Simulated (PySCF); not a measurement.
## Magnetisability and related constants of `COCC1=C(F)SC(=S)O1`, C5H5FO2S2

The calculation used PySCF 2.14.0, GIAO HSE06/pcseg-1 magnetisability, rotational g tensor and spin-rotation constants, non-relativistic, gas phase. Geometry: GFN2-xTB.

Input:
```
{"job": {"kind": "mag", "xc": "HSE06", "basis": "pcseg-1"}, "charge": 0, "multiplicity": 1}
C      2.675696     0.283154     0.424692
O      1.277205     0.356677     0.563776
C      0.586090    -0.308125    -0.467883
C     -0.879894    -0.205541    -0.187464
O     -1.585276     0.762011    -0.825416
C     -2.874624     0.839176    -0.490068
S     -3.897588     1.912452    -1.133554
S     -3.286036    -0.393122     0.729508
C     -1.618441    -0.917684     0.681191
F     -1.194836    -1.927755     1.422174
H      3.009121     0.750581    -0.509104
H      3.091941     0.822520     1.272173
H      3.020492    -0.757236     0.446024
H      0.881489    -1.368522    -0.505589
H      0.790247     0.159403    -1.442372
```
Coordinates are in Å.

Command: `OMP_NUM_THREADS=1 python excited_run.py task.json out`

Q: Show the output.

A: Atoms count from 0.
```
coarse grid: 15040 points
cycle   1  E = -1239.1108318576  dE =  1.938e+00  |g| = 7.648e-01  |ddm| = 4.475e+00
cycle   2  E = -1238.6766847296  dE =  4.341e-01  |g| = 1.507e+00  |ddm| = 2.531e+00
cycle   3  E = -1239.2244431042  dE = -5.478e-01  |g| = 2.344e-01  |ddm| = 2.047e+00
cycle   4  E = -1239.2376347972  dE = -1.319e-02  |g| = 1.214e-01  |ddm| = 4.869e-01
cycle   5  E = -1239.2411579181  dE = -3.523e-03  |g| = 3.389e-02  |ddm| = 1.510e-01
cycle   6  E = -1239.2413914879  dE = -2.336e-04  |g| = 1.451e-02  |ddm| = 5.404e-02
cycle   7  E = -1239.2414437929  dE = -5.230e-05  |g| = 2.304e-03  |ddm| = 1.722e-02
cycle   8  E = -1239.2414469342  dE = -3.141e-06  |g| = 6.345e-04  |ddm| = 2.643e-03
final grid: 140416 points
cycle   9  E = -1239.3393046709  dE = -2.883e-05  |g| = 9.367e-03  |ddm| = 3.141e-02
cycle  10  E = -1239.3392778068  dE =  2.686e-05  |g| = 1.478e-02  |ddm| = 2.139e-02
cycle  11  E = -1239.3393199406  dE = -4.213e-05  |g| = 2.397e-03  |ddm| = 1.515e-02
cycle  12  E = -1239.3393213476  dE = -1.407e-06  |g| = 4.821e-04  |ddm| = 3.012e-03
cycle  13  E = -1239.3393214166  dE = -6.897e-08  |g| = 1.377e-04  |ddm| = 6.343e-04
cycle  14  E = -1239.3393214019  dE =  1.471e-08  |g| = 3.000e-05  |ddm| = 1.605e-04
cycle  15  E = -1239.3393214020  dE = -1.537e-10  |g| = 1.655e-05  |ddm| = 4.974e-05
converged SCF energy = -1239.3393214020

Magnetisability tensor (1e-30 J/T^2)
    -1414.07      -19.49      -83.05
      -19.49    -1502.11      -82.31
      -83.05      -82.31    -1512.44
isotropic -1476.21   principal values   -1617.83  -1449.34  -1361.44
isotropic susceptibility -88.899 1e-6 cm^3/mol

Inertial axes            a          b          c
rot. const./GHz      1.6637     0.5958     0.4573
chi total           -86.429    -84.735    -95.534
chi diamagnetic    -792.223  -2074.519  -2617.960
chi paramagnetic    705.795   1989.784   2522.426
quadrupole/D A        4.409     -3.405     -1.004
g nuclear            0.5185     0.5460     0.5355
g electronic        -0.5516    -0.5570    -0.5420
g total             -0.0331    -0.0110    -0.0065

Spin-rotation constants (kHz, H = +C I.J)
atom  isotope        aa         bb         cc
  9    19F        1.585      0.684      0.129
 10     1H       -0.180      0.009     -0.034
 11     1H       -0.149     -0.063      0.018
 12     1H       -0.103     -0.028     -0.026
 13     1H       -0.073     -0.032     -0.028
 14     1H       -0.158      0.011     -0.039
  0    13C*       0.217      0.124      0.105
  1    17O*      -0.130     -0.050     -0.025
  2    13C*       0.361      0.138      0.073
  3    13C*       0.651      0.207      0.102
  4    17O*      -0.595     -0.217     -0.086
  5    13C*       0.719      0.288      0.135
  6    33S*       0.977      0.251      0.100
  7    33S*       0.800      0.187      0.137
  8    13C*       0.693      0.207      0.120
* in the singly substituted isotopologue
```

It took 96 s wall time on 1 thread of an Intel Xeon, shared host, peak memory 0.93 GiB.
